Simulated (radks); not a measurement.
The numbers below are computed, except where a source is named.
Task: Isoelectronic series with 17 electrons, all held in the configuration [Ne] 3s2 3p5, which need not be the ground one along the series. Code: a radial shooting solver on a logarithmic mesh with Libxc functionals. Model: non-relativistic Kohn-Sham, r2SCAN, spin-unpolarised, spherical densities, point nucleus; meta-GGA in the generalised Kohn-Sham scheme. Total energies (hartree) and screening constants sigma, defined by e = -(Z - sigma)^2 / (2 n^2) hartree:

| ion | E (hartree) | 3p | 3s | 2p |
|---|---|---|---|---|
| Cl | -460.10805 | 14.569 | 13.234 | 9.435 |
| Ar+ | -526.91066 | 14.136 | 13.013 | 9.476 |
| K2+ | -598.53680 | 13.873 | 12.843 | 9.497 |
| Ca3+ | -674.97300 | 13.687 | 12.708 | 9.509 |
| Sc4+ | -756.21101 | 13.545 | 12.599 | 9.515 |
| Ti5+ | -842.24532 | 13.433 | 12.509 | 9.517 |
| V6+ | -933.07205 | 13.341 | 12.432 | 9.517 |
| Cr7+ | -1028.68839 | 13.264 | 12.367 | 9.516 |
| Fe9+ | -1234.28191 | 13.142 | 12.261 | 9.512 |
| Co10+ | -1344.25619 | 13.093 | 12.217 | 9.509 |
| Ni11+ | -1459.01405 | 13.050 | 12.178 | 9.506 |
| Cu12+ | -1578.55466 | 13.011 | 12.143 | 9.503 |
| Zn13+ | -1702.87735 | 12.976 | 12.112 | 9.500 |
| Ga14+ | -1831.98159 | 12.945 | 12.083 | 9.497 |
| Ge15+ | -1965.86690 | 12.917 | 12.057 | 9.494 |
| As16+ | -2104.53289 | 12.891 | 12.033 | 9.492 |

Estimate the row of Mn8+.

Result: E (hartree) -1129.09222; 3p 13.199; 3s 12.310; 2p 9.514.
